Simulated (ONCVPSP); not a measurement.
Before and after: ONCV potential for Rh (Z = 45)

- Element: rhodium
- Generator: ONCVPSP 4.0.1
- Type: optimised norm-conserving Vanderbilt (ONCV)
- Functional: PBE
- Relativity: scalar-relativistic
- Frozen core: [Ar] 3d10 4s2
- Valence charge: 15
- Reference configuration: 4p6 4d8 5s1
- Partial waves: 5s: rc 2.70 bohr, ncon 3, nbas 6, qcut 3 1/bohr, 2 projectors, debl 1.6 Ha; 4p: rc 1.80 bohr, ncon 5, nbas 8, qcut 8.4 1/bohr, 2 projectors, debl 2.7 Ha; 4d: rc 1.95 bohr, ncon 3, nbas 8, qcut 7.6 1/bohr, 2 projectors, debl 1.6 Ha
- Local potential: polynomial inside 1.45 bohr (lpopt 3, dvloc0 -1 Ha)
- Core correction: none

All-electron outer shells of the reference configuration (PBE, scalar-relativistic, ld1.x):

```json
{"shell": "4s", "level (eV)": "-82.49", "outermost node (bohr)": "0.47", "outermost maximum (bohr)": "0.88"}
{"shell": "4p", "level (eV)": "-50.42", "outermost node (bohr)": "0.47", "outermost maximum (bohr)": "0.94"}
{"shell": "4d", "level (eV)": "-5.94", "outermost node (bohr)": "0.46", "outermost maximum (bohr)": "1.14"}
{"shell": "5s", "level (eV)": "-4.30", "outermost node (bohr)": "1.19", "outermost maximum (bohr)": "2.63"}
```

Change: local potential polynomial inside 1.75 bohr (lpopt 5, dvloc0 0 Ha).

Cutoffs: the cutoffs (Ha) at which the residual kinetic energy of the hardest occupied pseudo-wave falls to 1 and 0.1 mHa per electron; they do not see the model core or the augmentation charge, which bear on the density cutoff. Errors are all-electron minus pseudo energies relative to the spin-unpolarised reference configuration.

Question: What does the change do?

Answer: The potential gets neither clearly harder nor softer (21 Ha and 25 Ha → 21 Ha and 25 Ha); the bound ghost in s disappears; the number of tests with a reliable result goes from 4 to 0. In the separable form a ghost depends on how the local part lies against the semilocal potential of the channel, so the choice of the local part can create or remove one.

| quantity | base | changed |
| --- | --- | --- |
| cutoff, loose | 21 Ha | 21 Ha |
| cutoff, tight | 25 Ha | 25 Ha |
| bound ghosts | s | none |
| GHOST(+) flags under 300 eV | none | none |
| tests with a reliable result | 4 of 4 | 0 of 4 |
| s: phases at 2.73 bohr within 0.05 rad from the reference energy up to (Ha; the scan ends near 5) | 2.3 | 2.4 |
| p: phases at 1.83 bohr within 0.05 rad from the reference energy up to (Ha; the scan ends near 5) | to the end of the scan | to the end of the scan |
| d: phases at 1.98 bohr within 0.05 rad from the reference energy up to (Ha; the scan ends near 5) | to the end of the scan | to the end of the scan |

 A true bound ghost makes a file unfit for plane-wave use even where its test errors are small: the radial tests pick states by their node count and pass the ghost by.
